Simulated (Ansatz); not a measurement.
Zn₈O₈H₂₂⁺. Charge 1, multiplicity 2. Geometry PBE-D4/def2-SVP, that of the neutral singlet; atoms count from 1.

Cartesian coordinates in Å:
```
Zn 2.623 -2.219 -2.096
O 2.274 1.162 -2.249
O 1.210 -1.238 -0.535
Zn 1.712 0.436 0.459
Zn 0.378 1.914 -2.255
O 0.299 1.873 -0.155
O 0.963 -0.360 2.180
Zn -0.092 -0.002 4.042
Zn -1.615 2.029 0.503
O -0.733 1.938 3.726
Zn 0.036 -1.632 -2.131
O -0.806 0.194 -2.416
O -1.552 -2.555 -1.241
Zn -0.830 -1.368 1.861
Zn -2.546 0.314 -1.266
O -1.926 -0.020 0.763
H 2.861 -3.623 -1.438
H 3.267 -0.921 -2.807
H 2.775 1.329 -1.409
H 2.614 0.220 -2.524
H 1.121 -1.973 0.106
H 3.106 1.201 0.367
H -0.099 3.150 -3.077
H 0.754 2.692 0.126
H 1.671 -0.946 2.514
H 0.805 -0.162 5.313
H -1.437 -0.890 3.399
H -1.833 2.973 1.765
H -0.134 2.641 4.035
H -1.174 2.296 2.889
H 0.951 -2.296 -3.253
H -1.130 0.229 -3.339
H -1.391 -2.613 -0.247
H -2.402 -2.043 -1.360
H -0.789 -2.806 1.169
H -2.592 1.988 -0.934
H -3.551 -0.834 -1.708
H -2.788 -0.078 1.223
```

Single mean-field runs in def2-TZVP are fitted with def2-universal-jkfit.

Q: Estimate the Mulliken populations of the heavy atoms from the PBE0/def2-TZVP orbitals of Ansatz.

A: 
| atom | charge (e) | spin (α − β) | d electrons |
| --- | --- | --- | --- |
| Zn1 | 0.25 | 0.07 | 10.04 |
| O2 | -0.56 | 0.04 | – |
| O3 | -0.81 | 0.01 | – |
| Zn4 | 0.58 | 0.00 | 10.06 |
| Zn5 | 0.60 | 0.03 | 10.03 |
| O6 | -0.81 | 0.01 | – |
| O7 | -0.83 | 0.01 | – |
| Zn8 | 0.43 | 0.04 | 10.04 |
| Zn9 | 0.44 | 0.00 | 10.04 |
| O10 | -0.58 | 0.00 | – |
| Zn11 | 0.63 | -0.01 | 10.05 |
| O12 | -0.82 | 0.01 | – |
| O13 | -0.54 | 0.00 | – |
| Zn14 | 0.42 | 0.00 | 10.06 |
| Zn15 | 0.33 | 0.00 | 10.04 |
| O16 | -0.79 | 0.02 | – |
Mulliken values depend strongly on the basis.

Q: Where does the spin sit?

A: Summed by element: Zn 0.14, O 0.10, H 0.76, of 1 unpaired in all. Largest on single atoms: H17 0.27, H26 0.17, H23 0.13.

Q: And the Mayer bond orders between heavy atoms (over 0.3)?

A: O2–Zn5 0.35 (2.04 Å); O3–Zn4 0.30 (2.01 Å); O3–Zn11 0.31 (2.02 Å); Zn5–O6 0.31 (2.10 Å); O6–Zn9 0.33 (2.03 Å); Zn8–O10 0.33 (2.07 Å); Zn11–O12 0.32 (2.03 Å); Zn11–O13 0.41 (2.04 Å); Zn14–O16 0.32 (2.06 Å).
